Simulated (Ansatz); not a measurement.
Reaction R1 → P1 + P2, each structure at its B3LYP-D3(BJ)/def2-TZVP stationary point, reached from a drawn start (curvature not checked).
R1: Cl3HSi (SMILES Cl[SiH](Cl)Cl), charge 0, multiplicity 1.
P1: Cl2Si (SMILES Cl[Si]Cl), charge 0, multiplicity 1.
P2: HCl (SMILES Cl), charge 0, multiplicity 1.

P less R. No zero-point or thermal terms.

Cores are frozen in the correlated methods.

Run with Ansatz (Gaussian basis) for Hartree–Fock, density functionals and correlated methods. No computed number here is a measurement.

Total energies in hartree:

```json
[
 {"structure": "R1", "PBE/def2-TZVPP": "-1670.188027", "r2SCAN/def2-TZVPP": "-1670.788945", "CCSD(T)/cc-pV(Q+d)Z": "-1669.107263"},
 {"structure": "P1", "PBE/def2-TZVPP": "-1209.477516", "r2SCAN/def2-TZVPP": "-1209.907122", "CCSD(T)/cc-pV(Q+d)Z": "-1208.651368"},
 {"structure": "P2", "PBE/def2-TZVPP": "-460.627412", "r2SCAN/def2-TZVPP": "-460.785863", "CCSD(T)/cc-pV(Q+d)Z": "-460.363836"}
]
```

### Question
Work out the reaction energy at each level in kcal/mol (1 hartree = 627.50947 kcal/mol), and say how far PBE/def2-TZVPP lies from CCSD(T)/cc-pV(Q+d)Z.

### Answer
- PBE/def2-TZVPP: (-1209.477516) + (-460.627412) − (-1670.188027) = 0.083099 hartree = 52.15 kcal/mol
- r2SCAN/def2-TZVPP: (-1209.907122) + (-460.785863) − (-1670.788945) = 0.095960 hartree = 60.22 kcal/mol
- CCSD(T)/cc-pV(Q+d)Z: (-1208.651368) + (-460.363836) − (-1669.107263) = 0.092059 hartree = 57.77 kcal/mol
PBE/def2-TZVPP less CCSD(T)/cc-pV(Q+d)Z: -5.62 kcal/mol. CCSD(T)/cc-pV(Q+d)Z is the level counted from, the highest shown, and no exact or measured value.

Ansatz is a program for electronic structure.
